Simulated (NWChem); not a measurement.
System: C2H4OSe; SMILES O=CC[SeH]

Input file for NWChem:

```
start job
memory heap 200 mb stack 900 mb global 1100 mb
geometry units angstroms noautoz
  O      0.571060     2.538582    -0.088880
  C      0.090576     1.553332     0.431302
  C     -0.979118     0.691251    -0.199925
  Se    -0.215695    -1.100308    -0.583044
  H      0.439532     1.186309     1.445961
  H     -1.861521     0.565512     0.458305
  H     -1.285297     1.118391    -1.173786
  H     -0.269616    -1.551269     0.832970
end
basis spherical
  * library def2-svp
end
dft
  xc b3lyp
  iterations 150
  mulliken
end
task dft energy
```

Structure relaxed at the PBE-D3(BJ)/def2-SVP level.

**Question.** Give the results of this calculation. (B3LYP/def2-SVP.) Quantities: basis functions; energy (Ha); highest occupied level (eV); orbital gap (eV); dipole (D).

**Answer.** 
- number of basis functions: 94
- energy (Ha): -2555.00
- highest occupied level (eV): -6.62
- orbital gap (eV): 5.28
- dipole (D): 2.66
